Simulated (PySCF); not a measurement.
## [La(H2CO)]3+ at several levels of theory

Computed with PySCF 2.14.0 (density fitting, no spin-orbit coupling) at the geometry relaxed with B3LYP:

```xyz
5
[La(H2CO)]3+ (singlet)
La    0.0000    0.0000   -0.3249
O     0.0000    0.0000    1.9192
C     0.0000    0.0000    3.1850
H     0.9682    0.0000    3.7329
H    -0.9682    0.0000    3.7329
```

```csv
level,basis,state,HOMO (eV),gap (eV),charge on La1 (e),population of f-type functions on La1 (core shells left out),dipole about the centre of mass (D),largest force component (eV/Å)
B3LYP,"La def2-SVP with ECP46, O def2-SVP, C def2-SVP, H def2-SVP",singlet,-24.12,4.94,2.47,0.06,3.41,0.00
CAM-B3LYP,the same,singlet,-25.67,7.90,2.49,0.06,3.15,0.21
revPBE,the same,singlet,-22.97,3.18,2.42,0.05,3.74,0.39
TPSS,the same,singlet,-23.09,3.49,2.45,0.05,3.64,0.48
B3LYP,"La def2-TZVP with ECP46, O def2-TZVP, C def2-TZVP, H def2-TZVP",singlet,-24.11,4.94,2.53,0.05,3.45,0.34
B3LYP,"La x2c-SVPall, O x2c-SVPall, C x2c-SVPall, H x2c-SVPall",singlet,-24.24,4.89,2.49,0.07,3.58,1.07
```

Charges are Mulliken's, which hang on the basis. The relaxation used the grid (50, 194), these runs (75, 302) or, all-electron (x2c bases, spin-free X2C Hamiltonian), (99, 590).

Problem. What does BP86 with La def2-SVP with ECP46, O def2-SVP, C def2-SVP, H def2-SVP give here?

Solution. state singlet, HOMO (eV) -23.10, gap (eV) 3.22, charge on La1 (e) 2.42, population of f-type functions on La1 (core shells left out) 0.06, dipole about the centre of mass (D) 3.76, largest force component (eV/Å) 0.41. Time: 2 s on 2 threads of Arm Neoverse V2 (shared host), from an already converged density.

In the first row's basis the gap widens with exact exchange: 3.2 to 3.5 eV for revPBE, BP86, TPSS (none); 4.9 eV for B3LYP (a fixed share); 7.9 eV for CAM-B3LYP (rising or full at long range).
